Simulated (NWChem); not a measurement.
System: C₄H₅ cation

```xyz
9

C     -0.1973    -1.8597     0.0000
C      0.1602    -0.6214     0.0000
C      0.5603     0.7001     0.0000
C     -0.3931     1.7001     0.0000
H     -0.3567    -2.4162    -0.9486
H     -0.3567    -2.4162     0.9486
H      1.6410     0.9354     0.0000
H     -1.4716     1.4647     0.0000
H     -0.0938     2.7631     0.0000
```
Atoms are numbered in this order, from 1.

Computed with NWChem. Pople sets run with spherical d functions. All runs use the structure optimised with PBE-D3(BJ)/def2-SVP. Atomic charges in e: unrestrained fits to the electrostatic potential beside Mulliken populations; buried atoms are poorly determined by the fit.

Q: Predict the results for Hartree-Fock/6-31G*. Quantities: ESP C1; Mulliken C1; ESP C2; Mulliken C2; ESP C3; Mulliken C3; ESP C4; Mulliken C4; relative RMS misfit of the potential (%).

A: ESP C1: -0.44
Mulliken C1: -0.47
ESP C2: 0.40
Mulliken C2: 0.34
ESP C3: -0.25
Mulliken C3: -0.29
ESP C4: 0.16
Mulliken C4: -0.18
relative RMS misfit of the potential (%): 3
